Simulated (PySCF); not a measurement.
All values below come from PBE-D3(BJ)/def2-TZVP // B3LYP-D3(BJ)/def2-TZVP in PySCF. Gas-phase values, no solvent. One relaxed conformer stands for a flexible species; it need not be the lowest. Excitations are Tamm–Dancoff values on a coarser integration grid. The basis has no diffuse functions, so Rydberg states are missing or too high.

Reference species (SMILES): `[NH2][Ga]([NH2])[NH2]` (neutral, multiplicity 1).

```yaml
S1 excitation (TDA): 4.76 eV
T1 excitation (TDA): 4.44 eV
```

Changed species: `[Ga]([NH2])([SH])[SH]` (2 of 3 NH2 replaced by SH; the reference has 0 of 3 NH2 replaced by SH).

Task: Give the shifts of the S1 excitation (TDA) and T1 excitation (TDA).

Result: the S1 excitation (TDA) rises by 0.03 eV, to 4.79 eV; the T1 excitation (TDA) hardly moves.
